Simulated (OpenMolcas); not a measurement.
**Re2+: moving or changing the point charges**

Re2+ among 6 point charges of -1.7 e arranged as an octahedron (Oh), 2.01 Å from the ion.

```yaml
Program: OpenMolcas
Method: CASSCF
Basis: ANO-RCC-VDZP [7s6p4d2f1g]
Scalar_Hamiltonian: DKH2, point nucleus
Active_space: 5 electrons in 5 orbitals (5d)
State_averaging: 2S+1 = 6 even, 1 root; 2S+1 = 4 even, 24 roots; 2S+1 = 2 even, 75 roots
Spin-orbit_coupling: RASSI with atomic mean-field integrals over the reference wave functions
```

Runs around this geometry, states (labels of O, the rotations of Oh). Energies in cm-1 above the lowest state or level, χT in cm3 K/mol; under a threefold ground state the first gap can be a small split of the lowest multiplet, not the spin-orbit step; 10Dq and B are least-squares fits to the states below 45000 cm-1, weighted by degeneracy, with a free offset, and given where the rms deviation is under 5 % of |10Dq| (or 100 cm-1) and under 700 cm-1.

```
R (Å)  q (e)  Ground state  First state of that spin   10Dq  B (rms of fit)  First gap with spin-orbit (degeneracies)  χT at 300 K  First state of another spin
 2.01   -1.1           6A1                            11127       737 (237)                              164.8 (2, 4)        3.974                    4T1 12900
 1.88   -1.7           2T2                 2A2 17717  22272       704 (544)                               4755 (2, 4)        0.604                     6A1 7264
 2.01   -1.7           6A1                            17205       718 (473)                               1949 (2, 4)        1.007                     2T2 3371
 2.17   -1.7           6A1                            12489       734 (297)                              270.3 (2, 4)        3.681                    4T1 11506
```

Taking |10Dq| as R^-n, n = -ln(12489 / 22272) / ln(2.17 / 1.88) = 4.0 between the shortest and longest distance. The point-charge formula for a cubic d site gives n = 5.

Scaling the charges by -1.1 / -1.7 = 0.65 scales |10Dq| by 11127 / 17205 = 0.65; with fixed orbitals a first-order splitting would follow the charge.

The ground state changes within this set.

Without dynamic correlation the repulsion within the d shell is too large (B by tens of per cent), so at a given field states of lower spin stand too high. Point charges give a weaker field than real ligands, and real ions of this kind are as a rule low spin; the high spin found here belongs to the model (holds for R = 2.01, q = -1.1; R = 2.01, q = -1.7; R = 2.17, q = -1.7). An orbital triplet at a regular site is open to Jahn-Teller coupling, which can distort the site and quench the lowest spin-orbit gaps and is left out (holds for R = 1.88, q = -1.7). This shell can be high or low spin here, a state of another spin lies low, and with metal d orbitals alone active their balance is uncertain, so the ground spin may be wrong, although the usual error favours high spin (holds for R = 1.88, q = -1.7). Spin-orbit coupling mixes the spin-free states strongly: the lowest level takes only 41 % from its leading state, 2T2, which lies 3371 cm-1 above the lowest spin-free state (holds for R = 2.01, q = -1.7). This shell can be high or low spin here, a state of another spin lies low, and with metal d orbitals alone active their balance is uncertain, so the ground spin may be wrong (holds for R = 2.01, q = -1.7). This is an electrostatic model: the charges have no orbitals. No measured value stands beside these numbers.
